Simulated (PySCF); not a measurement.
Gas-phase reaction: 2 SnHCl₃ + SnH₂ = 3 SnCl₂ + 4 H

Energies from PySCF, thermal terms from the rigid-rotor harmonic-oscillator model, ideal gas at 1 bar. † marks an energy on the PBE0/def2-TZVP geometry and frequencies; other levels use their own. MP2 freezes the core. Open shells (unrestricted): H (multiplicity 2); the rest are closed-shell singlets. Sn: scalar-relativistic def2 core potential, no spin-orbit coupling. SnHCl₃, SnH₂: computed as isolated molecules; such fragments, hydroxides, amides, oligomers or adducts are transient or little studied in the gas. MP2 isn't extrapolated to the basis-set limit; its ΔH°(298 K) is 657.4 kJ in def2-SVP and 629.4 kJ in def2-TZVPP. The harmonic model lacks anharmonicity and excited electronic states, which grow with temperature; levels with a mode under 35 cm⁻¹ are left out. Soft modes under 120 cm⁻¹ make the harmonic entropy rough for SnHCl₃, SnCl₂.

```
level               ΔE electronic, kJ  ΔH°(298 K), kJ  ΔS°(298 K), J/K  ΔG°(1400 K), kJ
------------------  -----------------  --------------  ---------------  ---------------
HF/def2-TZVP†                     558             509              456             -150
M06-2X/def2-TZVP†                 727             679              456               19
MP2/def2-SVP†                     706             657              456               -2
PBE0/def2-QZVP†                   691             642              456              -17
PBE0/def2-SVP†                    685             636              456              -23
PBE0/def2-TZVP                    690             642              456              -18
r2SCAN/def2-TZVP†                 705             657              456               -3
LDA/def2-TZVP†                    786             737              456               78
ωB97M-V/def2-TZVP†                738             689              456               30
ωB97X-V/def2-TZVP†                752             703              456               44
```
ΔH° is lowest at HF/def2-TZVP† and highest at LDA/def2-TZVP†. No reference value is set beside these.
